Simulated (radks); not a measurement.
Problem. All-electron atom: the terbium ion Tb+ in [Kr] 4d10 4f9 5s2 5p5 6s1 6p1 (not the ground configuration). Calculated with a radial shooting solver on a logarithmic mesh with Libxc functionals: scalar-relativistic Kohn-Sham, BP86, spin-polarised, spherical densities, finite nucleus; open shells are filled with parallel spins first (spin-orbit coupling, left out, can overturn this in heavy ions); Fermi nuclear charge, rms radius 5.06 fm. Some entries of the table are withheld. Estimate them.

orbital,occ.,eigenvalue (hartree),<1/r> (bohr^-1)
1s up,1,-1906.258,73.09
1s down,1,-1906.255,73.09
2s up,1,-316.3756,16.97
2s down,1,-316.3725,16.97
2p up,3,-281.2130,15.81
2p down,3,-281.2094,15.81
3s up,1,-70.54193,6.236
3s down,1,-70.47284,6.240
3p up,3,-59.69408,5.854
3p down,3,-59.62500,5.858
3d up,5,-45.54180,5.553
3d down,5,-45.48830,5.557
4s up,1,-14.39404,2.627
4s down,1,-14.23660,2.626
4p up,3,-10.82360,2.411
4p down,3,-10.66728,2.410
4d up,5,-5.92149,2.122
4d down,5,-5.76567,2.121
5s up,1,-2.24841,(1)
5s down,1,-2.13338,(2)
5p up,3,-1.38983,0.8547
5p down,2,-1.29242,0.8411
4f up,7,(3),1.535
4f down,2,(4),1.510
6s up,1,-0.42889,0.3660
6s down,0,-0.36766,0.3584
6p up,1,(5),0.2950

Solution. 
(1) 5s up <1/r> (bohr^-1): 1.012
(2) 5s down <1/r> (bohr^-1): 1.001
(3) 4f up eigenvalue (hartree): -0.62798
(4) 4f down eigenvalue (hartree): -0.48137
(5) 6p up eigenvalue (hartree): -0.27698
